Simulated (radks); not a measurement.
Task: All-electron atom: Sb V in [Kr] 4d10 5d1 (not the ground configuration). Calculated with a radial shooting solver on a logarithmic mesh with Libxc functionals: scalar-relativistic Kohn-Sham, PBE, spin-polarised, spherical densities, finite nucleus; open shells are filled with parallel spins first (spin-orbit coupling, left out, can overturn this in heavy ions); Fermi nuclear charge, rms radius 4.6802 fm. Some entries of the table are withheld. Estimate them.

| orbital | occ. | eigenvalue (eV) | r(max) (bohr) | <1/r> (bohr^-1) |
|---|---|---|---|---|
| 1s up | 1 | -30351.59 | 0.01835 | 54.32 |
| 1s down | 1 | -30351.59 | 0.01835 | 54.32 |
| 2s up | 1 | -4658.582 | 0.1037 | 12.41 |
| 2s down | 1 | -4658.550 | 0.1037 | 12.41 |
| 2p up | 3 | -4187.238 | 0.08305 | 11.92 |
| 2p down | 3 | -4187.214 | 0.08305 | 11.92 |
| 3s up | 1 | -951.1309 | 0.2999 | 4.423 |
| 3s down | 1 | -951.1150 | 0.2999 | 4.423 |
| 3p up | 3 | -797.4521 | 0.2934 | 4.209 |
| 3p down | 3 | -797.4338 | 0.2934 | 4.209 |
| 3d up | 5 | -562.9075 | 0.2443 | 3.977 |
| 3d down | 5 | -562.8794 | 0.2443 | 3.977 |
| 4s up | 1 | -195.4974 | 0.7226 | 1.760 |
| 4s down | 1 | -195.4204 | 0.7226 | 1.760 |
| 4p up | 3 | -148.3757 | 0.7621 | 1.604 |
| 4p down | 3 | -148.2951 | 0.7622 | 1.605 |
| 4d up | 5 | (1) | 0.8442 | 1.315 |
| 4d down | 5 | (2) | 0.8441 | 1.317 |
| 5d up | 1 | -27.0032 | (3) | 0.4413 |

Result: 
(1) 4d up eigenvalue (eV): -79.5866
(2) 4d down eigenvalue (eV): -79.4642
(3) 5d up r(max) (bohr): 2.677
